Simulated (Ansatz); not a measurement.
Born–Oppenheimer molecular dynamics of ClGeH3 (5 atoms, charge 0, multiplicity 1). It starts from a relaxed structure.

The calculation used RKS PBE-D4/def2-SVP (Ansatz).

- ensemble: NVT, Langevin thermostat
- time step: 0.5 fs
- steps asked: 150
- set temperature: 700 K
- friction: 0.01 /fs
- seed: 508940

First frame:

```xyz
5
Properties=species:S:1:pos:R:3
Ge 0.011 -0.019 0.008
H -0.015 0.027 1.555
H 1.461 0.027 -0.532
Cl -1.017 1.763 -0.720
H -0.753 -1.251 -0.532
```

Q: How far do the bonds stretch over the last three quarters of this one trajectory? (Pairs bonded in most of those frames.)

A: 
| bond | mean (Å) | spread (Å) | shortest | longest |
| --- | --- | --- | --- | --- |
| Ge1–H2 | 1.550 | 0.039 | 1.49 | 1.62 |
| Ge1–H3 | 1.549 | 0.027 | 1.50 | 1.61 |
| Ge1–Cl4 | 2.262 | 0.067 | 2.15 | 2.35 |
| Ge1–H5 | 1.570 | 0.068 | 1.45 | 1.68 |

Mean temperature of the second half: 385 K. The mean temperature of the second half is 45 % below the set value. A run of 0.075 ps of so small a system gives no equilibrium averages.

Run time: 2.6 min on 1 thread of Arm Neoverse V2, with other jobs on the host, peak memory 0.1 GiB.
